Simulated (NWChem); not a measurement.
# A calculation on H₄Al₂F₂

```xyz
8

Al     0.0000     0.0000    -1.4249
Al     0.0000     0.0000     1.4249
F     -1.1815     0.0000     0.0000
H      0.0000     1.4146    -2.1119
H      0.0000    -1.4146    -2.1119
F      1.1815     0.0000     0.0000
H      0.0000     1.4146     2.1119
H      0.0000    -1.4146     2.1119
```
Charge 0, spin multiplicity 1.

All runs are NWChem calculations. Structure: optimised with B3LYP/def2-SVP, a minimum by its harmonic frequencies.

Symmetry labels belong to the abelian group D2h used in the runs, with the axes of the coordinates shown.

The Pople sets run with spherical d functions. The structure started from a generated list of species.

Task: List the lowest 4 singlet excitations that CIS/6-31+G* (spherical d) gives, with oscillator strengths.

Result: 
```json
[
 {"state": "1", "symmetry": "b1g", "energy (eV)": "7.94", "wavelength (nm)": "156", "f": "0.000"},
 {"state": "2", "symmetry": "au", "energy (eV)": "7.97", "wavelength (nm)": "155", "f": "0.000"},
 {"state": "3", "symmetry": "b3g", "energy (eV)": "8.97", "wavelength (nm)": "138", "f": "0.000"},
 {"state": "4", "symmetry": "b2u", "energy (eV)": "9.04", "wavelength (nm)": "137", "f": "0.069"}
]
```
